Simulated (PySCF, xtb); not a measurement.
Cl₂Sn, SMILES [Sn]([Cl])[Cl] (connectivity only; charge and spin as stated), charge +1, multiplicity 2.

Harmonic wavenumbers (cm⁻¹) from xtb with GFN2-xTB at its own minimum, in rising order: 45, 281, 291.

Task: What does PBE0-D3(BJ)/def2-TZVP (PySCF 2.14.0) give at its own minimum? (The exact figures need the calculation; the answer reports its results.)

Result: 93, 367, 402. Paired by order, the mean absolute difference is 82 cm⁻¹ and the zero-point energies are 0.9 and 1.2 kcal/mol.
